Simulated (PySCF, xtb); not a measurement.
aminoborane (BH4N), SMILES BN.

Harmonic wavenumbers (cm⁻¹) from GFN2-xTB (xtb 6.7.1) at its own minimum, in rising order: 635, 743, 768, 873, 1043, 1138, 1367, 1554, 2615, 2645, 3479, 3514.

Problem. What does PBE-D3(BJ)/def2-TZVP (PySCF 2.14.0) give at its own minimum? (The exact figures need the calculation; the answer reports its results.)

Solution. 611, 723, 848, 972, 1102, 1122, 1333, 1596, 2521, 2604, 3497, 3586. Paired by order, the mean absolute difference is 50 cm⁻¹ and the zero-point energies are 29.1 and 29.3 kcal/mol.
